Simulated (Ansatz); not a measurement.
[Sm(H2O)6]3+ (SmO6H12³⁺), relaxed as a sextet with UKS PBE-D4/def2-SVP in Ansatz, starting from the GFN2-xTB geometry. Force threshold 0.03 eV/Å.

In the def2 sets Sm takes a core potential; there is no spin–orbit coupling. With an open 4f shell the SCF may have ended on a state above the lowest.

Start:

```xyz
19

Sm    0.0013    0.0045    0.0035
O    -2.1093   -1.0359   -0.2493
H    -2.7369   -0.9821   -1.0000
H    -2.5717   -1.6425    0.3659
O     2.1116    1.0433    0.2492
H     2.5714    1.6570   -0.3606
H     2.7475    0.9696    0.9910
O    -1.0459    1.8530    1.0383
H    -1.9979    2.0045    1.2143
H    -0.6351    2.6663    1.3984
O     1.0487   -1.8482   -1.0365
H     0.6422   -2.6708   -1.3805
H     1.9991   -1.9894   -1.2277
O    -0.2587    1.0454   -2.1065
H     0.0183    0.7232   -2.9894
H    -0.6789    1.9041   -2.3210
O     0.2516   -1.0529    2.1060
H     0.6569   -1.9205    2.3136
H    -0.0140   -0.7287    2.9915
```

Estimate the energy that the relaxation releases and the steps that it takes.

1.5 kcal/mol, in 7 steps; 2.2 min on 4 threads of Intel Xeon on a shared host. The force fell under the threshold at step 6, but the optimiser went on. No frequencies were taken in this run, so the end may be a saddle point.

Does the start keep its bonding and symmetry?

By distances, no bond broke or formed. The bond that changes most is Sm1–O17, from 2.37 to 2.42 Å (atoms count from 1).

Predict the relaxed structure.


```xyz
19

Sm   -0.006    0.001    0.001
O    -2.146   -1.063   -0.261
H    -2.766   -1.000   -1.026
H    -2.610   -1.661    0.372
O     2.137    1.059    0.261
H     2.601    1.658   -0.371
H     2.755    0.997    1.028
O    -1.057    1.875    1.068
H    -2.020    2.021    1.227
H    -0.633    2.706    1.388
O     1.053   -1.869   -1.066
H     0.633   -2.701   -1.388
H     2.017   -2.013   -1.219
O    -0.269    1.074   -2.155
H     0.013    0.736   -3.039
H    -0.671    1.952   -2.360
O     0.273   -1.080    2.151
H     0.690   -1.953    2.349
H     0.007   -0.741    3.040
```
Bond lengths: 6 × O–Sm 2.40 to 2.42 Å; 12 × H–O 0.99 Å.
